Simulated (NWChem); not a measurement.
System: BeH$_{2}$Se; SMILES [BeH][SeH]

```xyz
4

Be     0.1048    -1.5532     0.0000
H      0.0483    -2.8787     0.0000
Se     0.2237     0.4861     0.0000
H     -1.2574     0.5795     0.0000
```
Atoms are numbered in this order, from 1.

Level: B3LYP/6-31G* (spherical d) (NWChem), optimised geometry, unscaled harmonic frequencies. This build's default masses of Se (78.918 u) and Br (79.917 u) are each other's, which moves their modes by up to 0.6 %.

### Question
List the harmonic frequencies with IR intensities, and the thermochemistry.

### Answer
| frequency (cm⁻¹) | IR intensity (km/mol) |
|---|---|
| 415 | 96.7 |
| 523 | 96.8 |
| 617 | 42.7 |
| 643 | 34.7 |
| 2195 | 163.1 |
| 2387 | 20.8 |

* **zero-point energy**: 9.7 kcal/mol
* **thermal correction to the enthalpy at 298.15 K (with zero-point energy)**: 12.6 kcal/mol
* **heat capacity Cv**: 10.5 cal/(mol K)
* **entropy at 298.15 K and 1 atm (symmetry number 1)**: 61.6 cal/(mol K)
* **dipole moment**: 0.69 D

Rigid rotor and harmonic oscillator.
